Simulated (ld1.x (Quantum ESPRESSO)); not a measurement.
## Si PAW: all-electron and pseudo phase curves

ld1.x (Quantum ESPRESSO) 7.5 input, shortened:

```
&input
   title='Si', zed=14., rel=0, dft='PBE', iswitch=3,
   config='[Ne] 3s2 3p2 3d-2'
 /
 &inputp
   pseudotype=3, lpaw=.true., tm=.true., lloc=-1, rcloc=1.35,
   nlcc=.true., new_core_ps=.true., rcore=1.30,
   which_augfun='PSQ', rmatch_augfun=1.15
 /
6
3S  1  0   2.00   0.00  1.35  1.75  0.0
3S  1  0   0.00  -0.45  1.35  1.75  0.0
3P  2  1   2.00   0.00  1.30  1.80  0.0
3P  2  1   0.00   2.25  1.30  1.80  0.0
3D  3  2  -2.00  -0.15  1.15  1.50  0.0
3D  3  2  -2.00   0.40  1.15  1.50  0.0
 &test
   configts(1)='3s2 3p2'
 /
```

The phase is arctan(r·u′/u) with u = r·R(r), unwrapped; energies in Ry, scanned from -3 to 5 Ry. A pole is an energy at which the radial function vanishes at the test radius. The pseudo phase is shifted by a multiple of π to meet the all-electron one at the reference energy, and phase errors are pseudo minus all-electron; the curves can meet again beyond the range given. Levels narrower than the energy grid can be missing from the lists of poles.

Problem. For each channel, where are the poles, and over which energies does the pseudopotential scatter like the atom?

Solution.

```
channel  radius (bohr)  reference energy (Ry)  poles, all-electron  poles, pseudo  unbroken range about the reference energy with phases within 0.05 rad  phase error 1 Ry above the reference energy (rad)
      s           1.95                  -0.79                 2.42           2.41                                                        the whole range                                             -0.000
      p           1.95                  -0.30                 3.36           3.36                                                        the whole range                                             -0.000
      d           1.95                  -0.15                 3.88           3.88                                                        the whole range                                             +0.000
```

Phases in the p channel:

```json
{"E (Ry)": "-3.00", "all-electron": "1.220", "pseudo": "1.219"}
{"E (Ry)": "-2.52", "all-electron": "1.176", "pseudo": "1.175"}
{"E (Ry)": "-2.04", "all-electron": "1.115", "pseudo": "1.115"}
{"E (Ry)": "-1.56", "all-electron": "1.024", "pseudo": "1.023"}
{"E (Ry)": "-1.08", "all-electron": "0.872", "pseudo": "0.872"}
{"E (Ry)": "-0.60", "all-electron": "0.588", "pseudo": "0.588"}
{"E (Ry)": "-0.12", "all-electron": "0.047", "pseudo": "0.047"}
{"E (Ry)": "0.36", "all-electron": "-0.621", "pseudo": "-0.621"}
{"E (Ry)": "0.84", "all-electron": "-1.039", "pseudo": "-1.039"}
{"E (Ry)": "1.32", "all-electron": "-1.254", "pseudo": "-1.254"}
{"E (Ry)": "1.80", "all-electron": "-1.378", "pseudo": "-1.378"}
{"E (Ry)": "2.28", "all-electron": "-1.458", "pseudo": "-1.458"}
{"E (Ry)": "2.76", "all-electron": "-1.516", "pseudo": "-1.516"}
{"E (Ry)": "3.24", "all-electron": "-1.560", "pseudo": "-1.561"}
{"E (Ry)": "3.72", "all-electron": "-1.598", "pseudo": "-1.599"}
{"E (Ry)": "4.20", "all-electron": "-1.632", "pseudo": "-1.634"}
{"E (Ry)": "4.68", "all-electron": "-1.665", "pseudo": "-1.668"}
```
